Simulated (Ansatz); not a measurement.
Input file for Ansatz (a first-principles code): R-PBE/def2-TZVPPD on ClH6PSi (a complex), monomers drawn apart or pushed together. Files ending in .json are basis or fitting sets from the Basis Set Exchange.

Ansatz 0.2 input:
```yaml
crystal:
  periodic: [false, false, false]
  atoms:
    - {symbol: P, position_ang: [0.11014149, -0.29786893, 0.05658711]}
    - {symbol: H, position_ang: [1.35459819, -0.92604765, 0.31148296]}
    - {symbol: H, position_ang: [0.32097764, -0.24325078, -1.34628937]}
    - {symbol: H, position_ang: [0.62145483, 1.00530653, 0.27668708]}
    - {symbol: Si, position_ang: [-0.98233485, -0.73660676, 7.10508154]}
    - {symbol: Cl, position_ang: [0.84518636, 0.04783063, 6.52977384]}
    - {symbol: H, position_ang: [-1.68407909, 0.28081187, 7.91191049]}
    - {symbol: H, position_ang: [-0.72797550, -1.94652395, 7.91132668]}
    - {symbol: H, position_ang: [-1.75091340, -1.06635132, 5.89156536]}
basis:
  gaussian:
    orbitals: def2-TZVPPD.json
hamiltonian:
  xc: {name: PBE}
scf: {lower_state_search: off}
```

The log:

```
WARN ansatz: RAYON_NUM_THREADS=1 ignored (pool sized by the plan → 1); use --threads N
Functional definition: PBE
these checks for a lower state are left out or cut short: stability, starts, cluster_reference, orbital_swaps, neighbouring_geometries, increment
integrals: 0.17 GiB planned
1299 factors; their error is unknown
mean field: 1.00 GiB planned
mean field evaluation 1: about -29772.7245 eV, gradient 2.3e1 eV
mean field evaluation 2: about -29773.4157 eV, gradient 2.1e1 eV
mean field evaluation 4: about -29774.5587 eV, gradient 1.6e0 eV
mean field evaluation 8: about -29774.5650 eV, gradient 1.0e-1 eV
mean field evaluation 16: about -29774.5263 eV, gradient 2.0e-4 eV
mean field -29774.52628551 eV, -1094.1936590939 hartree, gradient 3.8e-6 eV, S^2 0.000000; 0 other end points of the search recorded, 0 dependent functions left out
reference -29774.52635583 eV, -1094.1936616780 hartree; 26, 26 occupied and 223, 223 virtual orbitals, 1299 factors
Total energy: -29774.52635583 eV, -1094.1936616780 hartree
Checks for a lower state left out: stability, starts, cluster_reference, orbital_swaps, neighbouring_geometries, increment
```

The calculation finished and met its thresholds.

Cost: around 2.4 core-seconds (rough).
